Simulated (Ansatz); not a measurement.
The same path of Cl2FHSi + FH (7 atoms, charge 0, multiplicity 1) was run twice with different band settings. Lost on the way: Si1–H2, F6–H7. Made: Si1–F6, H2–H7.

These are results of RKS revPBE/6-31G* (Ansatz), not measurements.

Relaxed end points:

```xyz
7
Properties=species:S:1:pos:R:3
Si 0.353 0.000 -0.258
H 0.367 0.000 1.224
F 1.886 0.000 -0.777
Cl -0.562 1.695 -0.983
Cl -0.562 -1.695 -0.983
F -2.521 0.000 1.515
H -2.236 0.000 2.414
```

```xyz
7
Properties=species:S:1:pos:R:3
Si -0.470 0.000 -0.812
H -0.088 0.000 3.348
F 0.845 0.000 0.113
Cl -0.485 1.686 -1.967
Cl -0.485 -1.686 -1.967
F -1.758 0.000 0.150
H -0.833 0.000 3.286
```

Common settings: climbing image yes; spring 5.0 eV/Å²; optimiser quadratic models (default); start path through a guess of the saddle point; force threshold 0.05 eV/Å; iteration limit 60; end points relaxed.

| run | movable images |
| --- | --- |
| 1 | 5 |
| 2 | 2 |

Task: What does each run give, and how far can it be trusted?

Result: Run 1: converged after 15 iterations, highest image 1.221 eV above the first end. Neighbouring images differ by up to 1.4 eV, so the band resolves the path poorly. A vibrational analysis at the climbing image gives one clearly imaginary mode, 969i cm⁻¹: a first-order saddle point.
Run 2: converged after 14 iterations, highest image 1.221 eV above the first end. Neighbouring images differ by up to 2.4 eV, so the band resolves the path poorly. Another band between the same ends (5 images) ends at a top of the same energy, where a vibrational analysis finds 1 clearly imaginary mode. So few images can step over the top or miss a turn of the path.
The orbitals stay closed-shell, which can raise the energy where a bond breaks towards radicals; this wasn't checked here.
